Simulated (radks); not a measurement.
Task: The table gives one normalised radial function P(r) = r R(r) (large component) of Er2+ in [Xe] 4f12 (r in bohr). Calculated with a radial shooting solver on a logarithmic mesh with Libxc functionals: Dirac Kohn-Sham, BLYP, spin-unpolarised, spherical densities, finite nucleus; open shells fill j = l - 1/2 first; Fermi nuclear charge, rms radius 5.2516 fm.

r,P
0.0007391,0.0000
0.001002,0.0000
0.001358,0.0000
0.00184,0.0000
0.002493,0.0000
0.003379,0.0000
0.00458,0.0000
0.006207,0.0000
0.008345,0.0000
0.01131,0.0001
0.01533,0.0002
0.02077,0.0006
0.02815,0.0018
0.03816,0.0052
0.05171,0.0142
0.07008,0.0366
0.09498,0.0874
0.1287,0.1897
0.1745,0.3671
0.2364,0.6200
0.3204,0.8943
0.4343,1.0829
0.5886,1.0920
0.7977,0.9314
1.072,0.6956
1.453,0.4561
1.97,0.2661
2.67,0.1366
3.618,0.0585
4.903,0.0184
6.645,0.0037
9.006,0.0004

Which n and l does it have? It may be an empty orbital.

Result: n = 4, l = 3: the number of nodes gives n - l - 1 = 0, the rise at small r points to l (this Dirac orbital starts outside the nucleus as r^gamma with gamma = sqrt((l + 1)^2 - (Z/c)^2) = 3.97; the j = 7/2 orbital of l + 1 starts with the same power, but with a smaller coefficient, and then steepens), and the extent must fit the shell. The curve is that of 4f7/2; the two j differ most near the nucleus, where j = l - 1/2 has the larger amplitude, and in heavy atoms j = l - 1/2 is also the more compact. 4f7/2: eigenvalue -16.764 eV, 0 radial nodes, <r> = 0.832 bohr, 90 % of the charge inside 1.47 bohr.
